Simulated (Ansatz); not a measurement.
## Relaxing a trial structure of B2GaH6O2+

The starting geometry of this gas-phase singlet was optimised with GFN2-xTB.

```yaml
atoms:
  - { symbol: B, position_ang: [-0.9185, 1.7634, 0.4250] }
  - { symbol: B, position_ang: [1.1073, 0.1717, 0.0809] }
  - { symbol: Ga, position_ang: [1.9652, -2.4762, -1.3668] }
  - { symbol: O, position_ang: [-0.2895, 0.6658, -0.0894] }
  - { symbol: O, position_ang: [1.3893, -0.9106, -0.5515] }
  - { symbol: H, position_ang: [-0.2932, 2.4676, 1.1109] }
  - { symbol: H, position_ang: [-2.0397, 1.9431, 0.1558] }
  - { symbol: H, position_ang: [-0.7998, 0.0677, -0.6619] }
  - { symbol: H, position_ang: [1.7644, 0.8355, 0.7772] }
  - { symbol: H, position_ang: [3.4594, -2.5137, -1.7216] }
  - { symbol: H, position_ang: [0.7298, -3.3926, -1.5359] }
```

Predict what becomes of its bonds when it is optimised with B3LYP-D3(BJ)/def2-SVP.

It keeps its bonds.

The energy falls by 0.26 eV over 23 steps:

| step | E − E(last) (eV) |
| --- | --- |
| 1 | 0.258 |
| 3 | 0.084 |
| 6 | 0.022 |
| 8 | 0.007 |
| 11 | 0.003 |
| 13 | 0.001 |
| 16 | 0.000 |
| 18 | 0.000 |
| 21 | 0.000 |
| 23 | 0.000 |

Final geometry (Å):

```xyz
11

B    -0.8476    1.9101    0.4722
B     0.9059   -0.0830    0.0831
Ga    2.0725   -2.5350   -1.3644
O    -0.3371    0.7795   -0.2201
O     1.0720   -1.0362   -0.7580
H    -0.2237    2.2432    1.4298
H    -1.8376    2.3882    0.0113
H    -0.8223    0.4740   -1.0136
H     1.4762    0.3112    1.0541
H     3.1304   -2.0292   -2.3690
H     1.4860   -3.8010   -0.7028
```

No frequencies were run, so the end isn't proven a minimum. Run with Ansatz 0.2.0, 65 s on 2 threads of Arm Neoverse V2, with other jobs on the host.
